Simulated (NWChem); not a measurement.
MoH$_{5}$Cl; SMILES [Cl][MoH5]

Results from NWChem. def2 effective core potentials on Mo; no spin-orbit coupling. Each level has its own optimisation; frequencies are unscaled.

```tsv
level	r Cl–Mo (Å)	highest harmonic frequency (cm⁻¹)	lowest (cm⁻¹)	zero-point energy (kcal/mol)
LDA (Slater exchange, VWN5)/def2-SVP (core potentials)	2.222	2106	318	24.3
Hartree-Fock/STO-3G (all-electron, non-relativistic)	2.244	2655	395	31.0
PBE0/def2-SVP (core potentials)	2.254	(withheld)	(withheld)	(withheld)
```

**Question.** Fill in the missing entries.

**Answer.** 
- PBE0/def2-SVP (core potentials), highest harmonic frequency (cm⁻¹): 2158
- PBE0/def2-SVP (core potentials), lowest (cm⁻¹): 324
- PBE0/def2-SVP (core potentials), zero-point energy (kcal/mol): 24.7
